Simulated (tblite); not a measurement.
Isomers of C4H9PSi2. Computed with GFN2-xTB (tblite): harmonic, unscaled wavenumbers at the GFN2-xTB geometry, gas phase. This tight-binding method is rough: wavenumbers can miss measured ones by several per cent, in bad cases by 10 to 20. Modes of hydrogen on phosphorus and silicon can be 10 to 20 % off. One conformer each.

Electronic energies: GFN2-xTB at the same geometries; isomer energies are rough at this level and their order can be wrong.

```tsv
SMILES	electronic energy, lowest = 0 (kcal/mol)
C#C[SiH2]/C=C/[SiH2]P	10.1
C=CC#C[Si@H]([SiH3])P	1.6
C#C/C([SiH3])=C\[SiH2]P	0.0
```

Problem. How do GFN2-xTB zero-point energies change the relative energies?

Solution. 
```csv
SMILES,ZPE (kcal/mol),of it from modes above 1550 cm⁻¹,electronic (kcal/mol),"with ZPE, lowest = 0 (kcal/mol)",lowest mode (cm⁻¹),rings
C#C/C([SiH3])=C\[SiH2]P,61.3,37.4,0.0,0.0,39,0
C=CC#C[Si@H]([SiH3])P,63.2,38.3,1.6,3.5,9,0
C#C[SiH2]/C=C/[SiH2]P,62.8,38.2,10.1,11.5,20,0
```

The zero-point energies span 1.9 kcal/mol, from `C#C/C([SiH3])=C\[SiH2]P` to `C=CC#C[Si@H]([SiH3])P`. The order is unchanged.
